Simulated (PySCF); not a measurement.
# How methods differ on the ionisation energy of Mn

Mn [Ar] 3d5 4s2 (6S) → Mn⁺ [Ar] 3d5 4s1 (7S), as a difference of total energies. All numbers are calculated (PySCF 2.14, scalar relativity by spin-free X2C-1e, in cc-pVTZ-DK). Correlated levels: valence: [Ar] frozen. The calculations carry no spin-orbit coupling.

Problem. Order these methods by the ionisation energy they give, lowest first.
A. MP2 (valence)
B. UHF
C. M06-L
D. MN15

Solution. B (6.022 eV), A (6.963 eV), D (7.463 eV), C (7.603 eV).

Errors of the correlated levels include the incompleteness of this basis and the frozen core.

MP2 underrates the near-degeneracy of ns² with np² in the lower species.

For comparison: 7.434 eV (measured; NIST Atomic Spectra Database, ionization energies).
